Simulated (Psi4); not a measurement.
Internal rotation in SMILES C=CC[SiH2]Cl. Scanned: dihedral C1–C2–C3–Si4; all other coordinates were relaxed at GFN2-xTB. Points at φ and −φ are mirror images. Heavy atoms are numbered in the order of the SMILES C=CC[SiH2]Cl, hydrogens after them in the order of the atoms that carry them; the mirror image has the same energies with the sign of each dihedral reversed.

- PBE/def2-TZVP // GFN2-xTB (Psi4)
- PBE-D3(BJ)/def2-TZVP // GFN2-xTB (Psi4)
- B3LYP/def2-TZVP // GFN2-xTB (Psi4)
- MP2/cc-pVTZ = DF-MP2 (frozen core)/cc-pVTZ // GFN2-xTB (Psi4 1.11)

Energies relative to the lowest point of each profile, in kJ/mol; the last columns give the difference from MP2:

```
φ / °  PBE/def2-TZVP  PBE-D3(BJ)/def2-TZVP  B3LYP/def2-TZVP  MP2/cc-pVTZ  PBE/def2-TZVP − MP2/cc-pVTZ  PBE-D3(BJ)/def2-TZVP − MP2/cc-pVTZ  B3LYP/def2-TZVP − MP2/cc-pVTZ
-----  -------------  --------------------  ---------------  -----------  ---------------------------  ----------------------------------  -----------------------------
-165            13.6                  14.1             13.3         14.2                         -0.5                                -0.1                           -0.8
-150             9.0                   9.4              8.8          9.5                         -0.5                                -0.1                           -0.7
-135             4.4                   4.8              4.2          4.8                         -0.4                                -0.1                           -0.6
-120             1.3                   1.5              1.2          1.5                         -0.2                                 0.0                           -0.3
-105             0.0                   0.0              0.0          0.0                          0.0                                 0.0                            0.0
-90              0.6                   0.3              0.7          0.3                          0.2                                 0.0                            0.4
-75              2.8                   2.3              3.1          2.3                          0.4                                 0.0                            0.7
-60              6.2                   5.6              6.5          5.7                          0.5                                -0.1                            0.8
-45              9.5                   8.8              9.8          8.8                          0.6                                 0.0                            1.0
-30             10.2                   9.4             10.6          9.4                          0.8                                 0.1                            1.3
-15              9.6                   8.8             10.1          8.7                          0.9                                 0.1                            1.4
0                9.3                   8.5              9.7          8.3                          0.9                                 0.2                            1.4
15               9.6                   8.8             10.1          8.7                          0.9                                 0.1                            1.4
30              10.2                   9.4             10.6          9.4                          0.8                                 0.1                            1.3
45               9.5                   8.8              9.8          8.8                          0.6                                 0.0                            1.0
60               6.2                   5.6              6.5          5.7                          0.5                                -0.1                            0.8
75               2.8                   2.3              3.1          2.3                          0.4                                 0.0                            0.7
90               0.6                   0.3              0.7          0.3                          0.2                                 0.0                            0.4
105              0.0                   0.0              0.0          0.0                          0.0                                 0.0                            0.0
120              1.3                   1.5              1.2          1.5                         -0.2                                 0.0                           -0.3
135              4.4                   4.8              4.2          4.8                         -0.4                                -0.1                           -0.6
150              9.0                   9.4              8.8          9.5                         -0.5                                -0.1                           -0.7
165             13.6                  14.1             13.3         14.2                         -0.5                                -0.1                           -0.8
180             15.7                  16.2             15.4         16.3                         -0.6                                -0.2                           -0.9
```

PBE/def2-TZVP is furthest from MP2/cc-pVTZ at 0 (0.9 kJ/mol, above); its mean absolute difference over the points is 0.5 kJ/mol.

PBE-D3(BJ)/def2-TZVP is furthest from MP2/cc-pVTZ at 180 (-0.2 kJ/mol, below); its mean absolute difference over the points is 0.1 kJ/mol.

B3LYP/def2-TZVP is furthest from MP2/cc-pVTZ at 0 (1.4 kJ/mol, above); its mean absolute difference over the points is 0.8 kJ/mol.
